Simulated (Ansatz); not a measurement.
`F[Si](F)(F)[SnH3]` → `[F][SnH3]` + `F[Si]F` at 298.15 K and 1 bar (silylene loss).

Computed with Ansatz on PBE0-D4/def2-TZVP structures; ΔE is electronic, products minus reactants. CBS: MP2 limit from def2 TZ/QZ plus the TZ coupled-cluster correction, frozen cores. This one scheme is used for every species. def2 core potentials past Kr. For Sn outer-core shells are correlated without core-valence functions, which leaves a few kJ/mol of doubt a bond.

```csv
species,CCSD(T)/CBS energy (Eh),H − E (kJ/mol),S (J/(mol·K))
`F[Si](F)(F)[SnH3]`,-804.48109,101.6,368.7
`[F][SnH3]`,-315.62493,70.2,264.5
`F[Si]F`,-488.75686,23.6,256.9
```

H − E and S are ideal-gas, rigid-rotor, harmonic terms from PBE0-D4/def2-TZVP. 1 Eh = 2625.50 kJ/mol, R = 8.31446 J/(mol·K).

By hand: ΔE, ΔH, ΔS and ΔG.

ΔE = (-315.62493) + (-488.75686) − (-804.48109) = 0.09930 Eh = 260.7 kJ/mol. Δ(H − E) = 70.2 + 23.6 − 101.6 = -7.8, so ΔH = 252.9 kJ/mol. ΔS = 264.5 + 256.9 − 368.7 = 152.7 J/(mol·K). ΔG = 252.9 − 298.15 × (152.7)/1000 = 207.4 kJ/mol.

By hand: the equilibrium constant, and the temperature at which ΔG would vanish if ΔH and ΔS stayed fixed.

log₁₀ K = −ΔG/(RT ln 10) = -36.3. ΔG = 0 at ΔH/ΔS = 1656 K.

The number of gas molecules changes by +1, which sets the sign of ΔS. A doubt of 5 kJ/mol in ΔE shifts log₁₀ K by 0.9 here. Modes under 60 cm⁻¹, often nearly free rotors, make the harmonic entropy too high. These are equilibria of isolated gas molecules and say nothing of rates. Largest T1 diagnostic: 0.015 (customary marks: 0.02 for closed shells, 0.045 for open ones).
